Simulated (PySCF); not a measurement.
M06-L on Ca⁻ (calcium, charge -1), [Ar] 3d1 4s2, 2D determinant. Computed with PySCF 2.14 in aug-cc-pwCVTZ-X2C (9s8p6d3f, 84 functions), with scalar relativity by spin-free X2C-1e.

```
cycle= 30 E= -680.398212748188  delta_E= -0.000345  |g|= 0.0122  |ddm|= 0.545
cycle= 31 E= -680.398234627762  delta_E= -2.19e-05  |g|= 0.00906  |ddm|= 0.234
cycle= 32 E= -680.398484742651  delta_E= -0.00025  |g|= 0.00543  |ddm|= 3.14
cycle= 33 E= -680.39846484827  delta_E= 1.99e-05  |g|= 0.00396  |ddm|= 0.265
cycle= 34 E= -680.398460957602  delta_E= 3.89e-06  |g|= 0.0061  |ddm|= 0.231
cycle= 35 E= -680.398564088424  delta_E= -0.000103  |g|= 0.00285  |ddm|= 0.246
cycle= 36 E= -680.398581611385  delta_E= -1.75e-05  |g|= 0.00168  |ddm|= 0.107
cycle= 37 E= -680.398590506559  delta_E= -8.9e-06  |g|= 0.000508  |ddm|= 0.132
cycle= 38 E= -680.398591999773  delta_E= -1.49e-06  |g|= 0.000322  |ddm|= 0.055
cycle= 39 E= -680.398592164003  delta_E= -1.64e-07  |g|= 3.06e-05  |ddm|= 0.00834
cycle= 40 E= -680.398592166408  delta_E= -2.41e-09  |g|= 1.32e-05  |ddm|= 0.00257
cycle= 41 E= -680.398592167428  delta_E= -1.02e-09  |g|= 6.35e-06  |ddm|= 0.00314
cycle= 42 E= -680.398592167566  delta_E= -1.38e-10  |g|= 8.13e-07  |ddm|= 0.000786
converged SCF energy = -680.398592167566  <S^2> = 0.7566228  2S+1 = 2.0066119
```

Highest occupied orbital energy: 1.799 eV; ⟨L²⟩ = 6.01; populations by l: s 8.00, p 12.00, d 1.00, f 0.00.

(1) Can this result be used?

Answers

(1) With care. Self-consistency was reached. The configuration of this anion was assumed by filling the next shell in order. It is not the known or likely ground configuration (Ca⁻, Sr⁻ and Ba⁻, for instance, bind a p electron), so these values are not the electron affinity of the element. At M06-L the highest occupied level has a positive energy, so only the finite basis holds that electron.
